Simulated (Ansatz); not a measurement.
One change: `C[N](C)[Hf]([Cl])([N](C)C)[N](C)C` becomes `C[N](C)[Zr]([Cl])([N](C)C)[N](C)C`.

Ansatz, PBE0-D4/def2-TZVP geometries, multiplicity 1. Each molecule was computed in one conformer, which needn't be the lowest.

Elements past krypton have def2 core potentials.

```json
{"property": "LUMO energy (PBE/def2-TZVPP) / eV", "`C[N](C)[Hf]([Cl])([N](C)C)[N](C)C`": "-0.69"}
{"property": "size of the dipole moment (B3LYP/def2-TZVPP) / D", "`C[N](C)[Hf]([Cl])([N](C)C)[N](C)C`": "2.87"}
{"property": "size of the dipole moment (ωB97M-V/def2-TZVPP) / D", "`C[N](C)[Hf]([Cl])([N](C)C)[N](C)C`": "2.77"}
{"property": "HOMO–LUMO gap (ωB97M-V/def2-TZVPP) / eV", "`C[N](C)[Hf]([Cl])([N](C)C)[N](C)C`": "10.12"}
{"property": "HOMO energy (B3LYP/def2-TZVPP) / eV", "`C[N](C)[Hf]([Cl])([N](C)C)[N](C)C`": "-6.15"}
{"property": "HOMO energy (PBE/def2-TZVPP) / eV", "`C[N](C)[Hf]([Cl])([N](C)C)[N](C)C`": "-5.10"}
```

Task: What does the change do to each property? (Estimate.)

Result: Computed: 
| property | `C[N](C)[Zr]([Cl])([N](C)C)[N](C)C` | shift |
| --- | --- | --- |
| LUMO energy (PBE/def2-TZVPP) / eV | -0.99 | -0.30 |
| size of the dipole moment (B3LYP/def2-TZVPP) / D | 3.23 | 0.36 |
| size of the dipole moment (ωB97M-V/def2-TZVPP) / D | 3.13 | 0.36 |
| HOMO–LUMO gap (ωB97M-V/def2-TZVPP) / eV | 9.89 | -0.23 |
| HOMO energy (B3LYP/def2-TZVPP) / eV | -6.19 | -0.04 |
| HOMO energy (PBE/def2-TZVPP) / eV | -5.15 | -0.05 |

Dipoles are sizes alone; their direction can turn.

B3LYP here is the variant with VWN-RPA as its local correlation; programs differ in this.
